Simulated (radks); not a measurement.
The nuclear charge of the phosphorus ion P2+ is varied continuously with 13 electrons held in [Ne] 3s2 3p1. Calculated with a radial shooting solver on a logarithmic mesh with Libxc functionals: Dirac Kohn-Sham, BLYP, spin-unpolarised, spherical densities, point nucleus; open shells are shared between the two j in proportion to 2j + 1. By the Hellmann-Feynman theorem dE/dZ = E(electron-nucleus)/Z, the electronic potential at the nucleus.

Z     E (hartree)  E(electron-nucleus)/Z (hartree)   HOMO  e(HOMO) (eV)  <r> HOMO (bohr)
14     -289.72105                         -49.0974  3p3/2       -11.503            2.470
14.5   -314.82187                         -51.3055  3p3/2       -17.384            2.190
15     -341.02632                         -53.5122  3p3/2       -24.134            1.977
15.5   -368.33399                         -55.7185  3p3/2       -31.726            1.807
16     -396.74484                         -57.9250  3p3/2       -40.141            1.667

The central difference of E at Z = 15 is -53.512 hartree, to compare with the third column; the second derivative is -4.41 hartree.
